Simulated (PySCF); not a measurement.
trichloroethylene cation (C₂HCl₃), SMILES ClC=C(Cl)Cl (connectivity only; charge and spin as stated), charge +1, multiplicity 2. Atoms are numbered in the order given.

```xyz
6

Cl     0.3426     2.2229     0.0000
C      0.9133     0.6673     0.0000
C      0.0699    -0.4679     0.0000
Cl    -1.5995    -0.3404     0.0000
Cl     0.7922    -1.9838     0.0000
H      2.0002     0.5267     0.0000
```
Charge +1, spin multiplicity 2.

The structure is a stationary point at B3LYP-D3(BJ)/def2-SVP. The spin state was assumed, not searched.

Method: PBE/pcH-1 in PySCF.

Unrestricted Kohn–Sham, ⟨S²⟩ = 0.751. Hyperfine tensors hold the contact and dipolar terms, without spin-orbit corrections.

Problem. Estimate the hyperfine couplings. (Estimate from the structure and the level; the computed values follow.)

Solution. 
```tsv
nucleus	A(iso) (MHz)	A(iso) (G)	dipolar principal values (MHz)
35Cl no. 1	1.6	0.6	-42.5, -39.6, 82.1
13C no. 2	23.3	8.3	-34.7, -32.7, 67.5
13C no. 3	1.5	0.5	-21.4, -18.5, 39.9
35Cl no. 4	0.5	0.2	-24.7, -23.1, 47.8
35Cl no. 5	1.1	0.4	-31.3, -29.6, 60.9
1H no. 6	-27.7	-9.9	-13.9, -4.0, 17.9
```

Problem. And the g tensor (effective nuclear charges for spin-orbit coupling, GIAO)? (Estimate from the structure and the level; the computed values follow.)

Solution. principal values 2.0016, 2.0236, 2.0351; isotropic 2.0201.
